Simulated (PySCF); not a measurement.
C₂H₈NSi₂ (charge -1).
Cartesian coordinates in Å at the GFN2-xTB level; atoms count from 1:
```
atom  x, y, z in Å
C1     2.9563   -0.1788    0.1416
C2     1.7631    0.3828    0.1351
Si3    0.1263   -0.5585   -0.0527
N4    -1.0923    0.5759   -0.0003
Si5   -2.7586    0.5273   -0.0976
H6     3.0715   -1.2490    0.0355
H7     3.8897    0.3696    0.2509
H8     1.7033    1.4601    0.2455
H9     0.1769   -1.6196    1.0082
H10    0.3049   -1.3798   -1.2970
H11   -3.2728    1.9191    0.0188
H12   -3.5004   -0.2440    0.9505
H13   -3.3723   -0.0047   -1.3564
```

Computed geometry: GFN2-xTB, gas phase.

Masses are those of the commonest isotopes; rigid-rotor values at the optimised geometry. The values belong to one conformer with, in the numbering `[CH2:1]=[CH:2][SiH2:3][N-:4][SiH3:5]`, C1–C2–Si3–N4 180°, C2–Si3–N4–Si5 180°.

Task: What are A, B and C (MHz)?

Result: Ia = 33.35, Ib = 436.96, Ic = 459.44 u·Å²; 505379 MHz·u·Å²/I gives A = 15153, B = 1157, C = 1100 MHz.

Task: What kind of rotor is it?

Result: A near-prolate asymmetric top: κ = (2 × 1157 − 15153 − 1100)/(15153 − 1100) = -0.99.

Task: Is it planar, by Δ = Ic − Ia − Ib?

Result: Not planar: Δ = Ic − Ia − Ib = -10.87 u·Å². For a rigid frame Δ = −2 Σ m c², so Σ m c² = 5.43 u·Å² lies off the ab plane, practically all of it from hydrogen. The atom farthest from that plane is 1.16 Å away.

Task: Give the other two planar moments, Paa and Pbb, and the rms extents of the mass along the axes.

Result: Paa = Σ m a² = (Ib + Ic − Ia)/2 = 431.53 and Pbb = Σ m b² = (Ia + Ic − Ib)/2 = 27.92 u·Å². With the mass M = 102.02 u, the rms extents √(P/M) along a, b and c are 2.06, 0.52, 0.23 Å.

Task: List the rotational levels J(Ka,Kc) to J = 2 (K).

Result: Above 0(0,0), as E/k:
J = 1: 1(0,1) 0.108, 1(1,1) 0.780, 1(1,0) 0.783
J = 2: 2(0,2) 0.325, 2(1,2) 0.994, 2(1,1) 1.002, 2(2,1) 3.017, 2(2,0) 3.017

Task: Estimate the classical rotational partition function at 10 K, 100 K and 500 K.

Result: Point group Cs, symmetry number σ = 1; q = (√π/σ)·√((kT/h)³/(ABC)), k/h = 20836.6 MHz/K: 1210 at 10 K, 38400 at 100 K, 429000 at 500 K.

No GFN2-xTB frequencies stand behind this structure, so it isn't proved a minimum. No vibrational averaging or centrifugal distortion is included, and the geometry carries the error of its method.
